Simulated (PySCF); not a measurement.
Species: C6H7NS (charge +1 and doublet state).
Geometry (GFN2-xTB, Å), atoms numbered from 1 in this order:
```
atom  x, y, z in Å
N1     2.1194    2.3380   -0.3114
C2     1.1448    1.7626   -0.4371
C3    -0.0588    0.9625   -0.5582
C4    -0.8458    0.9271    0.7160
C5    -1.1094   -0.3297    1.1030
C6    -0.6192   -1.3281    0.1284
C7     0.2422   -0.5260   -0.8679
S8     1.9721   -1.0744   -0.6104
H9    -0.6558    1.4373   -1.3515
H10   -1.1616    1.8316    1.2059
H11   -1.6315   -0.6132    2.0004
H12   -1.4540   -1.8040   -0.3994
H13   -0.0785   -2.1529    0.6088
H14    0.0404   -0.7674   -1.9115
H15    2.0912   -0.6554    0.6631
```

The hyperfine couplings belong to this conformer and change with its torsions.

Identity: `N#C[C@@H]1C=CC[C@@H]1[SH+]` [radical] (charge +1).

The calculation used UKS B3LYP, pcH-1 on C H N S, non-relativistic, mean-field spin-orbit, GIAO in PySCF 2.14.0. Geometry: GFN2-xTB, one conformer, isolated ion. Couplings are sensitive to structure, and on GFN2-xTB geometries they can be far from those on DFT ones, by a factor of two or more for some ions and for spin on atoms past the first row. No stability test was run, so a lower SCF solution isn't excluded.

Q: Give the principal g shifts and their parts.

A: 
| Δg (ppt) | 1 | 2 | 3 |
| --- | --- | --- | --- |
| relativistic mass correction | -0.22 | -0.22 | -0.22 |
| gauge correction | 0.01 | 0.04 | 0.04 |
| orbital Zeeman/spin–orbit | 0.17 | 7.99 | 15.41 |
| total | -0.04 | 7.81 | 15.24 |

So g = 2.00228, 2.01013, 2.01756 and g_iso = 2.00999; the tensor is rhombic: the two nearest values differ by 49 % of g3 − g1. 

Q: At 9.684 GHz, how far is the centre of the isotropic spectrum from where a free electron (g = 2.002319) resonates?

A: B = hν/(g μB) with μB/h = 13.99624 MHz/mT gives 345.55 mT for the free electron and 344.23 mT at g_iso, 1.32 mT lower.

Q: What effective moment and Curie constant follow for a powder?

A: With the mean of g² = 4.0401 and S(S+1) = 0.75: μ_eff = √(⟨g²⟩S(S+1)) = 1.741 μB and χT = 0.12505·⟨g²⟩·S(S+1) = 0.379 cm³ K/mol (cgs; spin-Hamiltonian part alone).

Q: In a frozen sample, at which fields do the three g values resonate at 9.5, 34, 94 and 263 GHz (hyperfine left aside), and which band first spreads them over more than twice a line width of 0.5 mT?

A: 
| band | GHz | B(g3) mT | B(g2) mT | B(g1) mT | spread mT |
| --- | --- | --- | --- | --- | --- |
| X | 9.5 | 336.42 | 337.67 | 338.99 | 2.57 |
| Q | 34.0 | 1204.04 | 1208.49 | 1213.23 | 9.19 |
| W | 94.0 | 3328.81 | 3341.12 | 3354.22 | 25.41 |
| J | 263.0 | 9313.59 | 9348.02 | 9384.68 | 71.09 |

The spread grows in proportion to the frequency. X band is the first where it exceeds 1.0 mT.

The largest Mulliken spin populations are on S8 (+0.65), C4 (+0.20) and C5 (+0.06).

The HOMO–LUMO gaps are 7.14 eV among the α and 1.31 eV among the β orbitals.
